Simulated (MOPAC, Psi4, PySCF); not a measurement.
Approach curve of the dimer Cl2Zn ··· C2H4 (SMILES [Cl][Zn][Cl] and C=C). Monomers: optimised at B3LYP-D3(BJ) (def2-TZVP), held rigid. Orientation: lowest of the rigid-body minima from ten starts at GFN2-xTB. Only R, the distance of the centres of mass, is varied, so the lowest point isn't the relaxed dimer.

Geometry at R = 2.79 Å (first 3 atoms: monomer A):
```
9

Zn     0.0000     0.0000     0.0000
Cl     1.4994     0.3768    -1.4186
Cl    -1.4994    -0.3768     1.4186
C     -2.0032     0.6726    -1.9398
C     -1.8380    -0.6306    -2.1093
H     -2.7328     1.0686    -1.2438
H     -1.4157     1.3978    -2.4898
H     -1.1084    -1.0267    -2.8053
H     -2.4254    -1.3558    -1.5593
```

PM3, restricted, heats of formation (MOPAC); B3LYP/def2-TZVP, counterpoise-corrected (Psi4); RKS-B3LYP/6-31G* = PySCF with restricted B3LYP/6-31G*, spherical d, no counterpoise correction; RKS-M06-2X/6-31G* = restricted M06-2X/6-31G*, spherical d, no counterpoise correction (PySCF); wB97M-V/def2-TZVP, counterpoise-corrected (Psi4).

Interaction energies in kcal/mol (negative: bound); R is the distance of the centres of mass, d the Zn1···C5 distance.

```tsv
R / Å	d / Å	PM3	B3LYP/def2-TZVP	RKS-B3LYP/6-31G*	RKS-M06-2X/6-31G*	wB97M-V/def2-TZVP
2.40	2.49	-15.14	5.08	-4.74	-11.96	-2.37
2.55	2.63	-13.54	1.75	-6.51	-13.17	-4.79
2.79	2.87	-6.48	-0.81	-6.82	-12.31	-6.03
2.99	3.06	-0.22	-1.56	-6.04	-10.58	-5.84
3.19	3.26	4.24	-1.72	-5.10	-8.78	-5.19
3.53	3.59	6.91	-1.45	-3.77	-6.18	-3.86
3.80	3.86	6.25	-1.13	-3.01	-4.59	-2.91
4.33	4.38	3.52	-0.62	-1.98	-2.55	-1.63
5.00	5.04	1.36	-0.31	-1.12	-1.31	-0.80
5.99	6.03	0.29	-0.14	-0.36	-0.40	-0.31
7.26	7.29	0.03	-0.06	-0.08	-0.09	-0.11
```

Lowest grid point: PM3 -15.14 kcal/mol at R = 2.40 Å; B3LYP/def2-TZVP -1.72 kcal/mol at R = 3.19 Å; RKS-B3LYP/6-31G* -6.82 kcal/mol at R = 2.79 Å; RKS-M06-2X/6-31G* -13.17 kcal/mol at R = 2.55 Å; wB97M-V/def2-TZVP -6.03 kcal/mol at R = 2.79 Å.
